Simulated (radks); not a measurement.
These are the eigenvalues of the occupied orbitals of an atom or ion with whole-number occupations (eV). All-electron calculation, scalar-relativistic Kohn-Sham, SOGGA, spin-polarised, spherical densities, finite nucleus; Fermi nuclear charge, rms radius of each element as measured or else 0.836 A^(1/3) + 0.57 fm. Program: a radial shooting solver on a logarithmic mesh with Libxc functionals.

1s: -88085.36
2s: -15790.81
2p: -13558.70
3s: -3821.971
3p: -3181.558
3d: -2526.312
4s: -896.9381
4p: -686.9219
4d: -443.3116
5s: -185.2499
4f: -174.2874
5p: -126.9643
5d: -61.5849

Which element is it, and in what charge state? The configuration may be excited. Open shells, if any, are filled with parallel spins first.

Answer. Z = 82, lead, charge +4: Pb4+ in [Xe] 4f14 5d10. The list shows which subshells hold electrons but not how many an open one holds; the 1s level, -3237.1 hartree, gives Z - s = 80.5 by -(Z - s)^2/2, which with screening and relativity narrows Z to a few neighbours, and the depths of the outer levels then fix element, charge and occupations together.
